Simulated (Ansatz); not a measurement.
Relaxation of AlClH4OSi (8 atoms, charge 0, multiplicity 1), to a largest force component of 0.02 eV/Å in at most 40 steps.

Computed with RKS PBE-D4/STO-3G in Ansatz.

```xyz
8
Properties=species:S:1:pos:R:3
Al 0.000 0.000 0.000
H 0.000 0.000 1.560
O 1.542 0.000 -0.890
Si 2.387 -1.376 -1.352
H 1.460 -2.351 -1.918
H 3.388 -1.020 -2.353
H 3.050 -1.955 -0.187
Cl -1.931 0.000 -1.115
```

Problem. Where does it end, and by what steps?

Solution. The run converged. The force dipped under the threshold on the way, but the program's further checks kept it going. Limits of this set-up: minimal basis. After 23 steps the energy has fallen by 0.663 eV; Cl8 moved furthest, 1.89 Å.

| step | energy less start (eV) | largest force component (eV/Å) | accepted |
| --- | --- | --- | --- |
| 0 | 0.0000 | 2.505 | yes |
| 1 | -0.3688 | 1.084 | yes |
| 2 | -0.3952 | 0.361 | yes |
| 3 | -0.4134 | 0.092 | yes |
| 4 | -0.4192 | 0.059 | yes |
| 5 | -0.4521 | 0.440 | yes |
| 6 | -0.4899 | 0.558 | yes |
| 7 | -0.5754 | 0.298 | yes |
| 8 | -0.6205 | 0.133 | yes |
| 9 | -0.6296 | 0.142 | yes |
| 10 | -0.6315 | 0.246 | yes |
| 11 | -0.6320 | 0.211 | yes |
| 12 | -0.6341 | 0.013 | yes |
| 13 | -0.6351 | 0.089 | yes |
| 14 | -0.6329 | 0.289 | no |
| 15 | -0.6363 | 0.070 | yes |
| 16 | -0.6397 | 0.070 | yes |
| 17 | -0.6399 | 0.245 | yes |
| 18 | -0.6454 | 0.118 | yes |
| 19 | -0.6531 | 0.015 | yes |
| 20 | -0.6578 | 0.142 | yes |
| 21 | -0.6605 | 0.132 | yes |
| 22 | -0.6621 | 0.071 | yes |
| 23 | -0.6632 | 0.009 | yes |

```xyz
8
Properties=species:S:1:pos:R:3
Al 0.141 0.033 0.157
H -0.319 1.163 1.027
O 1.711 -0.016 -0.447
Si 2.241 -1.314 -1.442
H 1.458 -1.420 -2.672
H 3.624 -1.014 -1.790
H 2.198 -2.595 -0.740
Cl -1.158 -1.539 -0.347
```

Whether the end is a true minimum wasn't checked by a vibrational analysis.

Time of the run: 18 s on 1 thread of AMD EPYC 9R45 96-Core Processor (Zen 5), with other jobs on the host, peak memory 0.16 GiB.
